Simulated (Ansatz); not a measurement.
Ansatz (a first-principles code) input (CCSD(T)/def2-SVPD):

Ansatz 0.2 input:
```yaml
crystal:
  periodic: [false, false, false]
  atoms:
    - {symbol: Cs, position_ang: [-0.00000000, -0.00000000, -0.69879311]}
    - {symbol: Cl, position_ang: [0.00000000, 0.00000000, 2.26080125]}
basis:
  gaussian:
    orbitals: def2-SVPD
magnetization: {spin_polarized: false}
correlation: {method: ccsd_t, electrons: outside_noble_gas}
output: {forces: true}
```

End of the output:

```
cycle   1  -4.46643087 eV  change   -2.4e-1 eV  update   3.7e-2
cycle   2  -4.52787878 eV  change   -6.1e-2 eV  update   1.1e-2
cycle   3  -4.54091420 eV  change   -1.3e-2 eV  update   5.2e-3
cycle   4  -4.54104866 eV  change   -1.3e-4 eV  update   1.4e-3
cycle   5  -4.54038449 eV  change    6.6e-4 eV  update   6.1e-4
cycle   6  -4.54023404 eV  change    1.5e-4 eV  update   1.8e-4
cycle   7  -4.54022766 eV  change    6.4e-6 eV  update   6.9e-5
cycle   8  -4.54024459 eV  change   -1.7e-5 eV  update   2.2e-5
cycle   9  -4.54024901 eV  change   -4.4e-6 eV  update   8.8e-6
perturbative correction -0.10439688 eV, -0.0038365147 hartree
the calculation of the forces begins
Total energy: -13047.23969011 eV, -479.4772148748 hartree
Atom 0 at    -0.000000    -0.000000    -0.698793 Å, force     0.000000    -0.000000    -0.644067 eV/Å
Atom 1 at     0.000000     0.000000     2.260801 Å, force    -0.000000    -0.000000     0.644067 eV/Å
Dipole moment:     0.000000     0.000000    -2.360199 e Å
```
